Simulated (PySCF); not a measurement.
# Correlation energy of C⁻ (carbon, charge -1)

[He] 2s2 2p3, high-spin 4S determinant. All numbers are calculated (PySCF 2.14, no relativity, point nucleus, in aug-cc-pwCVDZ). Frozen: nothing; 7 electrons correlated.

| level | correlation energy (mhartree) |
| --- | --- |
| CCSD | -130.47 |
| (T) | -3.28 |
| CCSD(T) | -133.75 |
| CCSDT | -134.46 |

Diagnostics: T1 = 0.018, D1 = 0.0383, largest double amplitude 0.045.

Cost of the coupled-cluster step: about 0.4 core-seconds, for 7 correlated electrons.
